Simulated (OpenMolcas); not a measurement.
Computed levels of 4f3 in ions with 57 electrons, in cm-1 above 4I* 9/2.

```json
{
  "Program": "OpenMolcas 26.06",
  "Method": "SS-CASPT2, IPEA 0.25 Eh, imaginary shift 0.1 Eh",
  "Basis": "ANO-RCC-VQZP",
  "Scalar Hamiltonian": "DKH2, point nucleus",
  "Spin-orbit coupling": "RASSI with atomic mean-field integrals over the reference wave functions, term energies averaged over their components"
}
```

Active space for each ion: 3 electrons in 7 orbitals (4f); closed shells correlated by CASPT2: 5s 5p.

```
      Level   Pr2+   Pm4+
   4I* 11/2   1531   2600
   4I* 13/2   3170   5360
   4I* 15/2   4870   8200
 2H* 9/2(1)   9990  15780
    4F* 3/2  11420  15200
    4F* 5/2  12270  16660
2H* 11/2(1)  12360  20140
    4S* 3/2  12800  17730
    4F* 7/2  12890  17940
```

Question: Estimate 4I* 15/2, 2H* 9/2(1), 4F* 3/2 for Nd3+ from its neighbours Pr2+ and Pm4+.

Answer: 4I* 15/2 is fine structure, which grows about as the fourth power of a screened charge, so the fourth roots are averaged: ((4870^0.25 + 8200^0.25) / 2)^4 = 6373. The calculation gives 6460, so the estimate is off by -1.3 %; the measured value is 5989 (the list in Arab et al., J. Quant. Spectrosc. Radiat. Transfer 229, 145 (2019) and Gaigalas et al. (2019), from Wyart et al. (2007)).
2H* 9/2(1) is another term, which grows about linearly with the charge: (9990 + 15780) / 2 = 12885. The calculation gives 13030, so the estimate is off by -1.1 %; the measured value is 12800 (the list in Arab et al., J. Quant. Spectrosc. Radiat. Transfer 229, 145 (2019) and Gaigalas et al. (2019), from Wyart et al. (2007)).
4F* 3/2 is another term, which grows about linearly with the charge: (11420 + 15200) / 2 = 13310. The calculation gives 13040, so the estimate is off by +2.1 %; the measured value is 11698 (the list in Arab et al., J. Quant. Spectrosc. Radiat. Transfer 229, 145 (2019) and Gaigalas et al. (2019), from Wyart et al. (2007)).

Mixed levels, with the weight of the term that names them: Nd3+ 2H* 9/2(1) (75 %), Pm4+ 2H* 9/2(1) (70 %).

Term energies are means over components that CASPT2 splits; among the terms shown or strongly mixed into the levels shown the widest spread is 1300 cm-1 (4f3 4I*, Pr2+). High states are left out of the spin-orbit mixing, which shifts the levels that they would mix with. The CASPT2 spread within a term exceeds the gap to the next term for 4f3 4S* and 4f3 4F*, so the order of their levels is uncertain, and so are names and mixing where such terms share a J (holds for Pr2+). Some terms miss by over 15 % even with CASPT2, which points to a basis or an active space too small for the shells correlated (holds for Pr2+). Measured partners are found by configuration, term and J. A level has none where our copy of the source lacks it or the pairing is in doubt (some pairs that miss far off the trend of their configuration count as doubtful), and it then counts in no deviation. Levels of configurations outside the active space are missing.

A number in round brackets counts repeated terms of one configuration in the order of the reference energies. * marks odd parity.
